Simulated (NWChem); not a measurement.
System: C3H5F; SMILES C(=C/C)/F

Here is an NWChem input.

```
start job
memory heap 200 mb stack 900 mb global 1100 mb
geometry units angstroms noautosym nocenter noautoz
  C      0.551505     1.484022     0.000000
  C     -0.651118     0.591119     0.000000
  C     -0.616208    -0.750182     0.000000
  F      0.538386    -1.447688     0.000000
  H      1.488401     0.895530     0.000000
  H      0.560069     2.149442     0.889689
  H      0.560069     2.149442    -0.889689
  H     -1.654755     1.046790     0.000000
  H     -1.502902    -1.405544     0.000000
end
basis spherical
  C library def2-svp
  F library def2-svp
  H library def2-svp
end
dft
  xc m06-2x
  iterations 150
end
cosmo
  dielec 20.7
end
task dft energy
```

Excerpt of the output:

```
             Northwest Computational Chemistry Package (NWChem) 7.3.0
             --------------------------------------------------------

                             Geometry "geometry" -> ""
                             -------------------------

 Output coordinates in angstroms (scale by  1.889725989 to convert to a.u.)

  No.       Tag          Charge          X              Y              Z
 ---- ---------------- ---------- -------------- -------------- --------------
    1 C                    6.0000     0.55150500     1.48402200     0.00000000
    2 C                    6.0000    -0.65111800     0.59111900     0.00000000
    3 C                    6.0000    -0.61620800    -0.75018200     0.00000000
    4 F                    9.0000     0.53838600    -1.44768800     0.00000000
    5 H                    1.0000     1.48840100     0.89553000     0.00000000
    6 H                    1.0000     0.56006900     2.14944200     0.88968900
    7 H                    1.0000     0.56006900     2.14944200    -0.88968900
    8 H                    1.0000    -1.65475500     1.04679000     0.00000000
    9 H                    1.0000    -1.50290200    -1.40554400     0.00000000

 Effective nuclear repulsion energy (a.u.)     114.9833955566

                                 NWChem DFT Module
                                 -----------------

 Summary of "ao basis" -> "ao basis" (spherical)
 ------------------------------------------------------------------------------
       Tag                 Description            Shells   Functions and Types
 ---------------- ------------------------------  ------  ---------------------
 C                          def2-svp                 6       14   3s2p1d
 F                          def2-svp                 6       14   3s2p1d
 H                          def2-svp                 3        5   2s1p

 in cosmo_initialize ...

 solvent parameters
 solvname_short: unkn
 solvname_long:  unknown
 dielec:       20.7000

          ---------------
          -cosmo- solvent
          ---------------
 Cosmo: York-Karplus, doi: 10.1021/jp992097l
 dielectric constant -eps-     =  20.70
 screen = (eps-1)/(eps    )    =   0.95169
 surface charge correction     = lagrangian

   van der Waals surface
 --------------------------

 ---------- ATOMIC COORDINATES (A.U.) ------------ VDWR(ANG.) --
     1    1.04219333    2.80439494    0.00000000     2.000
     2   -1.23043461    1.11705294    0.00000000     2.000
     3   -1.16446427   -1.41763842    0.00000000     2.000
     4    1.01740202   -2.73573364    0.00000000     1.720
     5    2.81267005    1.69230631    0.00000000     1.300
     6    1.05837694    4.06185641    1.68126843     1.300
     7    1.05837694    4.06185641   -1.68126843     1.300
     8   -3.12703353    1.97814627    0.00000000     1.300
     9   -2.84007297   -2.65609302    0.00000000     1.300
 number of segments per atom =         32
 number of   points per atom =         32
 atom (   nspa,  nppa )
 ----------------------
    1 (     16,     0 )       0
    2 (     14,     0 )       0
    3 (     14,     0 )       0
    4 (     20,     0 )       0
    5 (     14,     0 )       0
    6 (     15,     0 )       0
    7 (     15,     0 )       0
    8 (     16,     0 )       0
    9 (     14,     0 )       0
 number of -cosmo- surface points =      138
 molecular surface =    103.449 angstrom**2
 molecular volume  =     81.190 angstrom**3
 G(cav/disp)       =      1.377 kcal/mol
 -lineq- algorithm             =   0
 -bem- low  level              =   2
 -bem- from -octahedral-
 gaussian surface charge width =   4.50000
 degree of switching           =   1.00000
 switching function tolerance  =   0.00010
 atomic radii =
 --------------
    1  6.000  2.000
    2  6.000  2.000
    3  6.000  2.000
    4  9.000  1.720
    5  1.000  1.300
    6  1.000  1.300
    7  1.000  1.300
    8  1.000  1.300
    9  1.000  1.300
 ...... end of -cosmo- initialization ......

            General Information
            -------------------
          SCF calculation type: DFT
          Wavefunction type:  closed shell.
          No. of atoms     :     9
          No. of electrons :    32
           Alpha electrons :    16
            Beta electrons :    16
          Charge           :     0
          Spin multiplicity:     1
          Use of symmetry is: off; symmetry adaption is: off
          Maximum number of iterations: 150
          AO basis - number of functions:    81
                     number of shells:    39
          Convergence on energy requested:  1.00D-06
          Convergence on density requested:  1.00D-05
          Convergence on gradient requested:  5.00D-04

              XC Information
              --------------
                       M06-2X Method XC Functional
                     Hartree-Fock (Exact) Exchange  0.540
                        M06-2X Exchange Functional  1.000
                      M06-2X Correlation Potential  1.000

             Grid Information
             ----------------
          Grid used for XC integration:  medium
          Radial quadrature: Mura-Knowles
          Angular quadrature: Lebedev.
          Tag              B.-S. Rad. Rad. Pts. Rad. Cut. Ang. Pts.
          ---              ---------- --------- --------- ---------
          C                   0.70       49          10.0       434
          F                   0.50       49          10.0       434
          H                   0.35       45          11.0       434
          Grid pruning is: on
          Number of quadrature shells:   421
          Spatial weights used:  Erf1

      Superposition of Atomic Density Guess
      -------------------------------------

 Sum of atomic energies:        -214.66333799

      Non-variational initial energy
      ------------------------------

 Total energy =    -216.696808
 1-e energy   =    -520.437637
 2-e energy   =     188.757433
 HOMO         =      -0.274429
 LUMO         =       0.049797

   convergence    iter        energy       DeltaE   RMS-Dens  Diis-err
 ---------------- ----- ----------------- --------- --------- ---------
     COSMO gas phase
 d= 0,ls=0.0,diis     1   -216.8290338014 -3.32D+02  9.36D-03  3.74D-01
 d= 0,ls=0.0,diis     2   -216.8493646513 -2.03D-02  4.30D-03  3.06D-01
 d= 0,ls=0.0,diis     3   -216.8777550484 -2.84D-02  8.96D-04  1.03D-02
 d= 0,ls=0.0,diis     4   -216.8788616753 -1.11D-03  3.01D-04  7.32D-04
 d= 0,ls=0.0,diis     5   -216.8789425271 -8.09D-05  1.13D-04  1.55D-04
  Resetting Diis
 d= 0,ls=0.0,diis     6   -216.8789594418 -1.69D-05  2.21D-05  5.32D-06
 d= 0,ls=0.0,diis     7   -216.8789600238 -5.82D-07  8.95D-06  2.90D-07

   convergence    iter        energy       DeltaE   RMS-Dens  Diis-err
 ---------------- ----- ----------------- --------- --------- ---------
     COSMO solvation phase
 d= 0,ls=0.0,diis     1   -216.8821566038 -3.20D-03  1.12D-03  1.32D-03
 d= 0,ls=0.0,diis     2   -216.8825210964 -3.64D-04  2.41D-04  3.84D-04
 d= 0,ls=0.0,diis     3   -216.8825535220 -3.24D-05  1.01D-04  7.71D-05
 d= 0,ls=0.0,diis     4   -216.8825618972 -8.38D-06  3.11D-05  7.46D-06
 d= 0,ls=0.0,diis     5   -216.8825627081 -8.11D-07  8.94D-06  3.96D-07

         Total DFT energy =     -216.882562708133
      One electron energy =     -523.851479720583
           Coulomb energy =      220.236912986627
    Exchange-Corr. energy =      -28.420156047975
 Nuclear repulsion energy =      114.983395556645

             COSMO energy =        0.168764517152

 Numeric. integr. density =       32.000003033669

                                   COSMO solvation results
                                   -----------------------

                 gas phase energy =      -216.878960023805
                 sol phase energy =      -216.882562708133
 (electrostatic) solvation energy =         0.003602684328 (    2.26 kcal/mol)

                       DFT Final Molecular Orbital Analysis
                       ------------------------------------

 Vector   14  Occ=2.000000D+00  E=-4.328476D-01
              MO Center= -2.5D-01, -8.2D-02,  1.8D-09, r^2= 3.0D+00
   Bfn.  Coefficient  Atom+Function         Bfn.  Coefficient  Atom+Function
  ----- ------------  ---------------      ----- ------------  ---------------
    77      0.284164  9 H  s                 19      0.277646  2 C  py
    33     -0.273841  3 C  py                 5     -0.241002  1 C  py
    47     -0.225078  4 F  py                46     -0.215320  4 F  px
    18      0.165609  2 C  px                 4     -0.164468  1 C  px
    50      0.160673  4 F  py                32     -0.158931  3 C  px

 Vector   15  Occ=2.000000D+00  E=-4.274268D-01
              MO Center=  1.9D-01,  1.0D+00, -7.0D-10, r^2= 2.3D+00
   Bfn.  Coefficient  Atom+Function         Bfn.  Coefficient  Atom+Function
  ----- ------------  ---------------      ----- ------------  ---------------
    57      0.332360  5 H  s                  4      0.318809  1 C  px
    72      0.273849  8 H  s                 18     -0.265956  2 C  px
     5     -0.179493  1 C  py                58      0.149747  5 H  s
     7      0.135984  1 C  px                73      0.125767  8 H  s
    62     -0.110217  6 H  s                 67     -0.110217  7 H  s

 Vector   16  Occ=2.000000D+00  E=-3.085589D-01
              MO Center= -4.2D-01,  2.8D-02, -2.2D-09, r^2= 2.2D+00
   Bfn.  Coefficient  Atom+Function         Bfn.  Coefficient  Atom+Function
  ----- ------------  ---------------      ----- ------------  ---------------
    34      0.388892  3 C  pz                20      0.382565  2 C  pz
    23      0.300460  2 C  pz                37      0.242182  3 C  pz
    48      0.242016  4 F  pz                51     -0.203764  4 F  pz
    62     -0.133544  6 H  s                 67      0.133544  7 H  s
     6     -0.130148  1 C  pz                 9     -0.096198  1 C  pz

 Vector   17  Occ=0.000000D+00  E= 5.976421D-02
              MO Center= -5.5D-01, -1.9D-03, -1.9D-08, r^2= 2.5D+00
   Bfn.  Coefficient  Atom+Function         Bfn.  Coefficient  Atom+Function
  ----- ------------  ---------------      ----- ------------  ---------------
    23      0.655864  2 C  pz                37     -0.652616  3 C  pz
    34     -0.452674  3 C  pz                20      0.409336  2 C  pz
    63     -0.245649  6 H  s                 68      0.245649  7 H  s
    51      0.187935  4 F  pz                48     -0.170257  4 F  pz
    62     -0.119343  6 H  s                 67      0.119343  7 H  s

 Vector   18  Occ=0.000000D+00  E= 1.134081D-01
              MO Center= -3.3D-02,  1.4D+00,  2.6D-08, r^2= 6.2D+00
   Bfn.  Coefficient  Atom+Function         Bfn.  Coefficient  Atom+Function
  ----- ------------  ---------------      ----- ------------  ---------------
     3      2.484578  1 C  s                 63     -1.089257  6 H  s
    68     -1.089256  7 H  s                 73     -0.865108  8 H  s
    58     -0.738474  5 H  s                 21     -0.574476  2 C  px
    78     -0.480141  9 H  s                 35     -0.293060  3 C  px
    45      0.224343  4 F  s                  8      0.171710  1 C  py

 Vector   19  Occ=0.000000D+00  E= 1.373137D-01
              MO Center= -7.8D-01, -1.3D-02,  1.5D-08, r^2= 7.1D+00
   Bfn.  Coefficient  Atom+Function         Bfn.  Coefficient  Atom+Function
  ----- ------------  ---------------      ----- ------------  ---------------
     3      1.843138  1 C  s                 78      1.404424  9 H  s
    31     -1.130546  3 C  s                 58     -1.136067  5 H  s
    17     -1.090155  2 C  s                 73      1.050280  8 H  s
    22     -0.470839  2 C  py                63     -0.462210  6 H  s
    68     -0.462210  7 H  s                 35      0.448530  3 C  px

     Multipole analysis of the density
     ---------------------------------

     L   x y z        total         alpha         beta         nuclear
     -   - - -        -----         -----         ----         -------
     0   0 0 0     -0.000000    -16.000000    -16.000000     32.000000

     1   1 0 0     -0.523873     -0.263288     -0.263288      0.002702
     1   0 1 0      0.473877      0.467275      0.467275     -0.460674
     1   0 0 1      0.000000      0.000000      0.000000      0.000000

     2   2 0 0    -16.540318    -38.794374    -38.794374     61.048431
     2   1 1 0      1.432702     -3.713575     -3.713575      8.859852
     2   1 0 1      0.000000      0.000000      0.000000      0.000000
     2   0 2 0    -17.123864    -99.021990    -99.021990    180.920117
     2   0 1 1     -0.000000     -0.000000     -0.000000      0.000000
     2   0 0 2    -18.672485    -12.162906    -12.162906      5.653327
```

Level: M06-2X/def2-SVP, COSMO on the gas-phase geometry. Geometry: optimised at PBE-D3(BJ)/def2-SVP. COSMO prints the solvation energy as gas minus solution, so a positive value is a stabilisation.
